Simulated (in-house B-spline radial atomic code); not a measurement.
Ionisation energies along the 49-electron series, configuration [Kr] 4d10 4f1 5s2, as differences of self-consistent energies. Dirac energy differences include first-order Breit, QED and recoil terms. NIST's values go from ground level to ground level; the uncertainty of those that are theory runs from under 0.1 % in few-electron ions to several per cent in heavy many-electron ones. Computed with a B-spline radial code for spherical atoms: Dirac-Hartree-Fock, average of the configuration, finite nuclei.

| ion | configuration after | ionisation energy (eV) | IE/(q+1)² (eV) | -ε less Coulomb ΔSCF (eV) | Breit and QED recoil part (eV) | tabulated value (eV) | tabulated kind | computed minus tabulated (eV) |
| --- | --- | --- | --- | --- | --- | --- | --- | --- |
| Nd11+ | [Kr] 4d10 5s2 | 190.81 | 1.3251 | - | 0.12764 | 195 | tabulated theory | -4.19 |
| Pm12+ | [Kr] 4d10 5s2 | 222.95 | 1.3192 | - | 0.13643 | 229 | tabulated theory | -6.05 |
| Sm13+ | [Kr] 4d10 4f1 5s1 | 252.24 | 1.2869 | 0.24775 | -0.25053 | 257 | tabulated theory | -4.76 |

Where a p, d or f electron is removed, the computed value is a mean over both j, so it misses the tabulated one by a part of the spin-orbit splitting; averaging over terms and missing correlation add to the gap, relatively most at low charge.
